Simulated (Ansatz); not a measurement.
Cost and result for the atomization energy of AlH4SbSi, SMILES `[AlH]1[SiH2][SbH]1` (7 atoms, 7 bonds).

The species carries charge 0 and has multiplicity 1. Correlated methods include outer-core shells of Sb, which these sets cover unevenly. Sb takes the def2 core potential. The structure was optimised at the PBE0-D4/def2-TZVP level. Program: Ansatz. All runs use 2 threads of an AMD EPYC 7B13 on a shared host. Times are those of one run each, without the atoms' runs, and a repeat can differ threefold. Electronic energies, without spin–orbit coupling; frozen cores. CCSD(T)/CBS adds CCSD(T) − MP2 in def2-TZVPP to the MP2 limit, and its time is that of the two runs behind it. T1 = 0.015. With those shells the extrapolation isn't a true limit. B3LYP takes the VWN-RPA correlation (the form of Gaussian; ORCA's B3LYP/G). HSE06 is the plane-wave form, built on full-range PBE exchange.

CCSD(T)/CBS is a level of theory with its own doubt, some kJ/mol a heavy atom from the limit and from the frozen cores, so smaller differences don't rank the functionals.

| level | functions | wall time | atomization (kcal/mol) | difference from CCSD(T)/CBS | per bond |
| --- | --- | --- | --- | --- | --- |
| revPBE-D4/def2-TZVPP | 190 | 2 s | 390.2 | -11.4 | -1.6 |
| PBE-D4/def2-TZVPP (with forces) | 190 | 2.4 s | 398.5 | -3.1 | -0.4 |
| CCSD(T)/def2-SVP | 82 | 2.8 s | 357.9 | -43.7 | -6.2 |
| PBE0-D4/def2-TZVPP | 190 | 2.9 s | 394.4 | -7.2 | -1.0 |
| HSE06-D4/def2-TZVPP | 190 | 3.3 s | 394.2 | -7.4 | -1.1 |
| B3LYP-D4/def2-TZVPP (with forces) | 190 | 4.2 s | 396.5 | -5.1 | -0.7 |
| r2SCAN-D4/def2-TZVPP (with forces) | 190 | 4.5 s | 400.1 | -1.5 | -0.2 |
| PBE-QIDH/def2-TZVPP | 190 | 5.5 s | 390.8 | -10.8 | -1.5 |
| ωB97X-V/def2-TZVPP | 190 | 7.5 s | 404.6 | 3.0 | 0.4 |
| B97M-V/def2-TZVPP | 190 | 8 s | 410.7 | 9.1 | 1.3 |
| MP2/def2-QZVPP | 342 | 14 s | 389.1 | -12.5 | -1.8 |
| CCSD(T)/def2-TZVPP | 190 | 46 s | 385.0 | -16.6 | -2.4 |
| CCSD(T)/CBS(def2) | – | 59 s | 401.6 | 0.0 | 0.0 |

The D4 term adds +7.4 kcal/mol with B3LYP and +3.8 kcal/mol with PBE0; it sums over pairs of atoms, weighted by their polarisabilities, and B3LYP, whose exchange is more repulsive, gets the larger term. Leaving LDA and LC-ωPBE aside and taking each functional with its dispersion term where it has one, the values, not all of them listed here, spread over 22.5 kcal/mol, from B2PLYP to B97M-V. LDA lies +59.9 kcal/mol from PBE without D4, its usual overbinding. At CCSD(T), def2-SVP lies −43.7 kcal/mol from the extrapolated value and def2-TZVPP −16.6 kcal/mol: correlation converges slowly with the basis, and small sets miss more of it in the bonded molecule than in its fragments.
